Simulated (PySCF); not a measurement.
Gas-phase reaction: Li2O ⇌ 2 Li + O

Energies from PySCF, thermal terms from the rigid-rotor harmonic-oscillator model, ideal gas at 1 bar. The comparison is the NASA 1993 polynomial table, which mixes measured and estimated data. † marks an energy on the PBE0/def2-TZVP geometry and frequencies; other levels use their own. MP2 freezes the core. 6-31G* has spherical d functions here. Open shells (unrestricted): Li (multiplicity 2), O (multiplicity 3, electronic degeneracy 9); the rest are closed-shell singlets. Spin-orbit splitting is ignored; it lowers the true energy and changes the entropy of O. B3LYP is the form with VWN-RPA correlation. For Li the outer core is correlated in a valence basis, which is rough. For this reaction the table lies outside the span of B3LYP, CCSD(T), M06-2X, MP2, PBE0, r2SCAN, ωB97M-V, ωB97X-V in their largest bases here; which side is off was not settled. MP2 isn't extrapolated to the basis-set limit; its ΔH°(298 K) is 666.0 kJ in def2-SVP and 711.2 kJ in def2-TZVPP. The harmonic model lacks anharmonicity and excited electronic states, which grow with temperature; levels with a mode under 35 cm⁻¹ are left out. The table's entry may be an old estimate for Li2O (not checked at source).

```tsv
level	ΔH°(298 K), kJ	minus table	ΔG°(1600 K), kJ
table	734.7	-	389.9
B3LYP/6-31G*	693.1	-41.6	350.2
BLYP/def2-TZVP†	731.5	-3.2	385.3
MP2/def2-SVP†	666.0	-68.7	319.8
PBE/def2-SVP	740.0	5.3	395.6
PBE0/def2-QZVP†	673.2	-61.5	327.0
PBE0/def2-TZVP	663.1	-71.6	316.9
r2SCAN/def2-TZVP†	688.1	-46.6	341.8
LDA/def2-TZVP†	836.2	101.5	489.9
ωB97M-V/def2-TZVP†	717.5	-17.2	371.2
```
